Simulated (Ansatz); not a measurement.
Reaction (atomization): `O=C=N[SiH](F)Cl` → C• + Cl• + F• + H• + N• + O• + Si•

Isolated molecules relaxed with PBE0-D4/def2-TZVP in Ansatz; ΔE leaves out vibrations. CCSD(T)/CBS adds triple-zeta CCSD(T) − MP2 to the extrapolated MP2 energy (def2 sets, frozen cores). This one scheme is used for every species, atoms too. DFT in def2-TZVPP. B3LYP here is the variant with VWN-RPA as its local correlation; programs differ in this. Open shells (•) are unrestricted, without spin–orbit coupling. Spin–orbit coupling would lower the free atoms: a little for C, Cl, F, O, Si. Each species was taken in one conformer, which may not be the lowest.

CCSD(T)/CBS gives +3112.6 kJ/mol.

Question: Another level gave +3154.9 kJ/mol. Which?
A. BHLYP/def2-TZVPP
B. B3LYP-D4/def2-TZVPP
C. BLYP-D4/def2-TZVPP
D. CCSD(T)/def2-TZVPP

Answer: C. BLYP-D4 3154.9, BHLYP 2930.4, CCSD(T)/def2-TZVPP 3001.4, B3LYP-D4 3110.7 kJ/mol.

Largest T1 diagnostic among the species: 0.014.

From r2SCAN to r2SCAN0 (25 % exact exchange), in def2-TZVPP and without D4, ΔE moves by −106.8 kJ/mol: exact exchange takes away binding that semilocal exchange gives to molecules. At CCSD(T), def2-SVP lies −246.6 kJ/mol from the extrapolated value and def2-TZVPP −111.2 kJ/mol: correlation converges slowly with the basis, and small sets miss more of it in the bonded molecule than in its fragments.

For atomizations the MP2-based limit and the directly extrapolated one differ by several kJ/mol either way, and by 10 to 25 for some Ge, Se and Sn compounds, so smaller differences from it don't rank the levels.
